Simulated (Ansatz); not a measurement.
(4-phenylthiophenyl)diphenylsulfonium hexafluorophosphate, `F[P-](F)(F)(F)(F)F.c1ccc(Sc2ccc([S+](c3ccccc3)c3ccccc3)cc2)cc1`, 52 atoms. Hardware: 2 threads of AMD EPYC 7R13 on a shared host and a share (18 GiB) of an NVIDIA H100 80GB HBM3.

Single mean-field runs in def2-SVP, def2-TZVP are fitted with def2-universal-jkfit.

(1) How many basis functions does each of these Ansatz runs have, and roughly what does it cost? PBE0-D4/def2-SVP, charge 1 doublet at the geometry of the charge 0 singlet, energy; PBE0-D4/def2-TZVP, charge 0 singlet, energy, from earlier orbitals; PBE0-D4/def2-SVP, charge -1 doublet at the geometry of the charge 0 singlet, energy; PBE-D4/def2-SVP, charge 1 doublet at the geometry of the charge 0 singlet, energy, from earlier orbitals; B3LYP-D4/def2-SVP, charge 0 singlet, energy, from earlier orbitals; PBE-D4/def2-SVP, charge -1 doublet, energy, from earlier orbitals; HF/6-31G, charge 0 singlet, energy; PBE-D4/def2-SVP, charge 0 singlet, relaxation, 33 steps; PBE0-D4/def2-SVP, charge -1 doublet, energy, from earlier orbitals; HF/STO-3G, charge 0 singlet, energy; r2SCAN0-D4/def2-SVP, charge 1 doublet at the geometry of the charge 0 singlet, energy, from earlier orbitals; r2SCAN-D4/def2-SVP, charge 0 singlet, energy and forces, from earlier orbitals.

Results:

(1) Other jobs shared the machine, so times can vary by a factor of up to 3.

```tsv
run	functions	fitting or Cholesky vectors	wall time	peak host memory (GiB)
PBE-D4/def2-SVP, charge -1 doublet, energy, from earlier orbitals	569	2988	9 s	1.2
HF/STO-3G, charge 0 singlet, energy	196	2753	9.5 s	0.84
HF/6-31G, charge 0 singlet, energy	347	4526	13 s	1.1
B3LYP-D4/def2-SVP, charge 0 singlet, energy, from earlier orbitals	569	2988	15 s	1
PBE0-D4/def2-SVP, charge -1 doublet, energy, from earlier orbitals	569	2988	16 s	1.2
r2SCAN-D4/def2-SVP, charge 0 singlet, energy and forces, from earlier orbitals	569	2988	16 s	1.1
PBE-D4/def2-SVP, charge 1 doublet at the geometry of the charge 0 singlet, energy, from earlier orbitals	569	2988	18 s	1.2
PBE0-D4/def2-SVP, charge 1 doublet at the geometry of the charge 0 singlet, energy	569	2988	21 s	1.2
PBE0-D4/def2-TZVP, charge 0 singlet, energy, from earlier orbitals	1155	2988	22 s	1.2
r2SCAN0-D4/def2-SVP, charge 1 doublet at the geometry of the charge 0 singlet, energy, from earlier orbitals	569	2988	23 s	1.5
PBE0-D4/def2-SVP, charge -1 doublet at the geometry of the charge 0 singlet, energy	569	2988	24 s	1.3
PBE-D4/def2-SVP, charge 0 singlet, relaxation, 33 steps	569	2988	3 min	1.1
```
